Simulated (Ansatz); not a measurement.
Calculated with Ansatz (gas phase, PBE0-D4/def2-TZVP geometries, no zero-point term in ΔE). CCSD(T)/CBS adds triple-zeta CCSD(T) − MP2 to the extrapolated MP2 energy (def2 sets, frozen cores). DFT in def2-TZVPP. def2 core potentials past Kr. For Sn outer-core shells are correlated without core-valence functions, which leaves a few kJ/mol of doubt a bond. Each species was taken in one conformer, which may not be the lowest.

Consider the formal exchange of groups at a C–Si bond: `S=C[SiH2][SnH3]` + dimethylamine → `CNCC=S` + `[SiH3][SnH3]`.

`S=C[SiH2][SnH3]`:

```xyz
10

S     0.730    2.974    0.178
C     0.281    1.736   -0.753
Si    0.909   -0.016   -0.528
Sn   -0.869   -1.271    0.843
H    -0.469    1.908   -1.533
H     2.209    0.006    0.184
H     1.050   -0.674   -1.856
H    -2.377   -1.198    0.047
H    -1.028   -0.553    2.382
H    -0.436   -2.912    1.035
```

`CNC`:

```xyz
10

C     0.072    1.082    0.533
N    -0.690    0.067   -0.157
C     0.132   -1.025   -0.627
H    -0.598    1.854    0.917
H     0.759    1.562   -0.170
H     0.676    0.698    1.373
H    -1.417   -0.288    0.449
H     0.822   -0.658   -1.392
H    -0.494   -1.791   -1.089
H     0.738   -1.502    0.162
```

`CNCC=S`:

Z-matrix (Å, degrees):
```
C
N 1 1.449
H 1 1.102 2 113.7
H 1 1.091 2 109.6 3 121.8
H 1 1.093 2 109.7 3 -120.3
C 2 1.445 1 113.2 3 55.9
H 2 1.010 1 110.4 3 -67.8
C 6 1.495 2 111.2 1 76.5
H 6 1.099 2 108.3 1 -167.4
H 6 1.101 2 114.6 1 -47.9
S 8 1.607 6 126.0 2 -143.4
H 8 1.094 6 113.3 2 37.5
```

`[SiH3][SnH3]`:

Cartesian coordinates in Å:
```
Si 0.104 1.157 -0.615
Sn -0.098 -1.097 0.583
H -1.191 1.518 -1.249
H 1.149 1.086 -1.670
H 0.474 2.221 0.354
H -1.287 -1.026 1.806
H 1.385 -1.532 1.307
H -0.537 -2.329 -0.515
```

```csv
level,ΔE (kJ/mol),difference from CCSD(T)/CBS
PBE-D4,13.5,0.7
ωB97X-V,5.5,-7.3
ωB97M-V,8.6,-4.2
B2PLYP,11.9,-0.9
r2SCAN,11.6,-1.2
PBE0,9.7,-3.1
HF/def2-TZVPP,3.7,-9.1
SCS-MP2/def2-TZVPP,11.3,-1.5
CCSD(T)/def2-TZVPP,9.8,-3.0
CCSD/CBS(def2),11.9,-0.9
CCSD(T)/CBS,12.8,0
```

Largest T1 diagnostic among the species: 0.015.

From PBE to PBE0 (25 % exact exchange), in def2-TZVPP and without D4, ΔE moves by −3.4 kJ/mol. In def2-TZVPP, CCSD(T) changes the Hartree–Fock value by +6.1 kJ/mol (the triples alone add +0.9 kJ/mol) and MP2 by +8.2 kJ/mol.
